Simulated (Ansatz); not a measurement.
The same molecule with X = B, Al, Ga, In. Ansatz, PBE0-D4/def2-TZVP geometries, multiplicity 1.

Elements past krypton have def2 core potentials. Scalar relativity is left out up to krypton.

| X | molecule | mean X–Ge bond length / Å | mean X–H bond length / Å | HOMO–LUMO gap (B3LYP/def2-TZVPP) / eV | zero-point energy (PBE0-D4/def2-TZVP) / kJ/mol | HOMO energy (B3LYP/def2-TZVPP) / eV |
| --- | --- | --- | --- | --- | --- | --- |
| B | `[BH2][GeH2][F]` | 2.052 | 1.193 | 5.36 | 98.8 | -8.37 |
| Ga | `[F][GeH2][GaH2]` | 2.453 | 1.568 | 4.94 | 81.6 | -7.61 |
| In | `[F][GeH2][InH2]` | 2.616 | 1.724 | 4.69 | 77.5 | -7.34 |

Task: Give the row for X = Al, `[F][GeH2][AlH2]`. (Estimate.)

Result: Ansatz gave: 
| X | molecule | mean X–Ge bond length / Å | mean X–H bond length / Å | HOMO–LUMO gap (B3LYP/def2-TZVPP) / eV | zero-point energy (PBE0-D4/def2-TZVP) / kJ/mol | HOMO energy (B3LYP/def2-TZVPP) / eV |
| --- | --- | --- | --- | --- | --- | --- |
| Al | `[F][GeH2][AlH2]` | 2.493 | 1.585 | 5.04 | 81.5 | -7.61 |

From B to In the mean X–Ge bond length isn't monotonic: highest at In, lowest at B; the mean X–H bond length isn't monotonic: highest at In, lowest at B; the HOMO–LUMO gap (B3LYP/def2-TZVPP) falls at each step, by 0.67 eV in all; the zero-point energy (PBE0-D4/def2-TZVP) isn't monotonic: highest at B, lowest at In; the HOMO energy (B3LYP/def2-TZVPP) isn't monotonic: highest at In, lowest at B. Bonds lengthen as the atom grows down the group.

B3LYP here is the variant with VWN-RPA as its local correlation; programs differ in this.
